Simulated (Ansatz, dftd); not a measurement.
Reaction: Si2H3 (SMILES [SiH]=[SiH2], doublet) → Si2H3- (SMILES [SiH-]=[SiH2]) (an electron is taken up)
Each species at its own B3LYP-D3(BJ)/def2-TZVP minimum (Ansatz, a quantum-chemistry and plane-wave program).

Property: adiabatic electron affinity (electronic), positive where energy is released, in eV. Radicals and triplets start from unrestricted determinants; spin-orbit coupling is neglected. Cores are frozen in correlated methods. Rows without X2C or -DK are non-relativistic. CBS(X,Y): correlation extrapolated as X^-3, Hartree-Fock from the larger set. A bracket is a step between two methods taken in the basis named. The functionals are non-relativistic, so their misses hold any scalar relativity. Double hybrids freeze cores in their MP2 part. '+ core + X2C': CCSD(T) terms for core correlation (cc-pwCVTZ, 1s frozen past Ne) and scalar relativity (cc-pVTZ-DK). def2-TZVPD holds few diffuse functions, which lowers the functionals' binding of the extra electron. The restricted determinant of H3Si2- ([SiH-]=[SiH2], singlet) is unstable towards broken spin symmetry in at least one set run. The UHF reference of H3Si2 ([SiH]=[SiH2], doublet) is spin-contaminated (<S^2> up to 0.19 over the pure value in the sets run).

| level | program | adiabatic electron affinity (eV) | difference against the last row |
|---|---|---|---|
| HF/aug-cc-pV(Q+d)Z | Ansatz | 0.93 | -1.38 |
| PBE-D4/def2-TZVPD | Ansatz + dftd4 | 2.18 | -0.13 |
| PBE0-D4/def2-TZVPD | Ansatz + dftd4 | 2.11 | -0.20 |
| CAM-B3LYP-D4/def2-TZVPD | Ansatz + dftd4 | 2.05 | -0.26 |
| CAM-B3LYP/def2-TZVPD | Ansatz | 2.01 | -0.30 |
| B2GP-PLYP-D3(BJ)/def2-TZVPD | Ansatz + dftd3 | 2.07 | -0.24 |
| MP2/aug-cc-pV(T+d)Z | Ansatz | 2.37 | 0.06 |
| MP2/aug-cc-pV(Q+d)Z | Ansatz | 2.43 | 0.12 |
| MP2/CBS(aug-cc-pV(T+d)Z,aug-cc-pV(Q+d)Z) | Ansatz | 2.47 | 0.16 |
| CCSD/aug-cc-pV(Q+d)Z | Ansatz | 2.12 | -0.19 |
| CCSD(T)/aug-cc-pV(D+d)Z | Ansatz | 2.15 | -0.16 |
| CCSDT(Q)/aug-cc-pV(D+d)Z | Ansatz | 2.15 | -0.16 |
| CCSD(T)/CBS(aug-cc-pV(T+d)Z,aug-cc-pV(Q+d)Z) + [CCSDT(Q) - CCSD(T)]/aug-cc-pV(D+d)Z + core + X2C | Ansatz | 2.31 | 0.00 |
